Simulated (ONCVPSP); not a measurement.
**Transferability test, ONCV potential for platinum**

platinum (Pt), optimised norm-conserving Vanderbilt (ONCV), made with ONCVPSP 4.0.1 (PBE, fully relativistic). Core [Kr] 4d10 4f14 5s2, reference 5p6 5d9 6s0.5 (charge +0.5). Waves: 6s: rc 1.94 bohr, ncon 4, nbas 8, qcut 2.6 1/bohr, 2 projectors, debl 2.9 Ha; 5p: rc 1.52 bohr, ncon 5, nbas 9, qcut 6.9 1/bohr, 2 projectors, debl 0.5 Ha; 5d: rc 2.04 bohr, ncon 5, nbas 9, qcut 8.4 1/bohr, 2 projectors, debl 0.8 Ha. Local part: polynomial inside 1.00 bohr (lpopt 5, dvloc0 0 Ha). Core correction: polynomial model core, fcfact 0.65.

Open shells are filled in proportion to 2j + 1.

In the p channel the program set the typed energies aside and used -2.056, 0.250 Ha (j = l + 1/2; the other j can differ).

Energies are relative to the spin-unpolarised reference configuration 5p6 5d9 6s0.5; without spin polarisation the order of configurations can differ from experiment.

| valence configuration | charge | ΔE all-electron (eV) | error AE − PS (meV) |
| --- | --- | --- | --- |
| 5p6 5d9 6s0 | +1 | 5.508 | -3.2 |
| 5p6 5d9.5 6s0.5 | 0 | -3.835 | -0.3 |

(1) What are ΔE and the potential's error for 5p6 5d9 6s1?

(2) What are ΔE and the potential's error for 5p6 5d8 6s0?

Levels in the configuration 5p6 5d9 6s0:

```csv
level,all-electron (eV),pseudo (eV)
5p j=3/2,-60.254,-60.222
5p j=1/2,-75.144,-75.098
5d j=5/2,-13.781,-13.777
5d j=3/2,-15.151,-15.146
```

Note: ghosts flagged at negative energy: s at -205.0 eV; GHOST(+) flagged for s at 75.1 eV, p3/2 at 287.3 eV. A true bound ghost makes a file unfit for plane-wave use.

Answers

(1) ΔE = -3.703 eV all-electron; the error (AE − PS) is -2.4 meV.

(2) ΔE = 25.489 eV all-electron; the error (AE − PS) is +0.7 meV.
